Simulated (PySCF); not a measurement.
C2H9ClSi3, SMILES C=C(Cl)[SiH2][SiH2][SiH3]. Geometry optimised at PBE-D3(BJ)/def2-SVP. This is a generated structure with no PubChem entry under its InChIKey; it may be hypothetical. Other conformers were not sampled.

Computed equilibrium geometry at PBE-D3(BJ)/def2-SVP (PySCF confirms it by a frequency run) as bond lengths and angles (one conformer of several):
Atoms: C1 C2 Cl3 Si4 Si5 Si6 H7 H8 H9 H10 H11 H12 H13 H14 H15. Bonds (Å): C1–C2 1.346, C1–H7 1.101, C1–H8 1.102, C2–Cl3 1.766, C2–Si4 1.893, Si4–Si5 2.355, Si4–H9 1.507, Si4–H10 1.505, Si5–Si6 2.355, Si5–H11 1.508, Si5–H12 1.509, Si6–H13 1.504, Si6–H14 1.502, Si6–H15 1.507. Angles (°): C2–C1–H7 119.5, C2–C1–H8 122.3, H7–C1–H8 118.2, C1–C2–Cl3 120.2, C1–C2–Si4 126.7, Cl3–C2–Si4 113.1, C2–Si4–Si5 109.3, C2–Si4–H9 108.0, C2–Si4–H10 108.8, Si5–Si4–H9 111.8, Si5–Si4–H10 109.5, H9–Si4–H10 109.4, Si4–Si5–Si6 112.3, Si4–Si5–H11 109.0, Si4–Si5–H12 108.2, Si6–Si5–H11 109.8, Si6–Si5–H12 109.5, H11–Si5–H12 107.9, Si5–Si6–H13 110.4, Si5–Si6–H14 110.5, Si5–Si6–H15 109.1, H13–Si6–H14 109.7, H13–Si6–H15 108.5, H14–Si6–H15 108.6.
